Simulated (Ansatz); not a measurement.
Pulling on the I1–H2 bond in HI (multiplicity 1 held). Energies count from the point at 1.615 Å.


R- and RO- levels are restricted; in cc, def2 and unpolarised 6-31G sets they are followed outwards from rest. Unrestricted levels (U-) break spin symmetry where that is lower. Levels need not reach the same state.

Correlated levels freeze the cores. Filled d and f shells under p-block atoms count as core.

The values were computed with Ansatz (Gaussian basis) for Hartree–Fock, density functionals and correlated methods. Values without a source in brackets are computed. In def2 rows elements past Kr take small-core potentials, without spin–orbit coupling.

**Question.** One of these levels gives 4.899 eV for the energy at R = 6.462 Å. Name it.
A) U-HF/def2-TZVPP
B) U-PBE/def2-TZVPP
C) R-SCS-MP2/def2-TZVPP
D) R-PBE/def2-TZVPP

**Answer.** D, R-PBE/def2-TZVPP. The others give 2.289 (U-HF/def2-TZVPP), 3.439 (U-PBE/def2-TZVPP), 1.140 (R-SCS-MP2/def2-TZVPP)

Doubts at one or more of the structures used: a spin-contaminated determinant (U-HF/def2-TZVPP, U-PBE/def2-TZVPP); a restricted determinant that unrestricted orbitals would lower (R-PBE/def2-TZVPP, R-SCS-MP2/def2-TZVPP).

Ansatz is an electronic-structure program.
